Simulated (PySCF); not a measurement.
Correlation energy of P⁺ (phosphorus, charge +1)

[Ne] 3s2 3p2, high-spin 3P determinant. Computed with PySCF 2.14 in pcseg-2, with no relativity, point nucleus. Frozen: [Ne]; 4 electrons correlated.

MP2 pair energies summed by pair of shells (mhartree):

```csv
pair,energy,share (%)
3s-3p,-36.66,62.0
3s-3s,-16.60,28.1
3p-3p,-5.91,10.0
```

Total MP2 correlation energy: -59.18 mhartree.

Same-spin part -9.61 and opposite-spin part -49.57 mhartree; SCS-MP2 scales them by 1/3 and 6/5 to -62.69 mhartree.

| level | correlation energy (mhartree) |
| --- | --- |
| CCSD | -78.58 |
| (T) | -1.95 |
| CCSD(T) | -80.53 |

Diagnostics: T1 = 0.0093, D1 = 0.0215, largest double amplitude 0.103.

Task: Is a single reference adequate?

Result: Mostly. T1 lies below 0.03, but a double amplitude of this size points to a near-degeneracy that CCSD handles and MP2 describes poorly.
